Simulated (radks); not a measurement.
Results of a calculation; reference values are marked as such.
Problem. Ionisation of the nitrogen ion N+, [He] 2s2 2p2, to N2+, [He] 2s2 2p1, under several functionals. Scalar-relativistic Kohn-Sham, spin-polarised, spherical densities, point nucleus; open shells are filled with parallel spins first; a radial shooting solver on a logarithmic mesh with Libxc functionals. The NIST Atomic Spectra Database gives 29.601 eV (semi-empirical). Rank these functionals by the error of their Delta-SCF ionisation energy: SOGGA; PBEsol; revPBE; BP86; exchange-only PBE; OLYP; exchange-only LDA; Wu-Cohen GGA.

Solution. From best to worst: exchange-only PBE 29.350 eV (-0.251); SOGGA 29.880 eV (+0.279); PBEsol 29.986 eV (+0.385); revPBE 30.032 eV (+0.431); OLYP 30.063 eV (+0.462); Wu-Cohen GGA 30.086 eV (+0.485); BP86 30.120 eV (+0.519); exchange-only LDA 28.962 eV (-0.640). Open shells are spherical and high-spin; term and fine-structure splittings are not resolved.
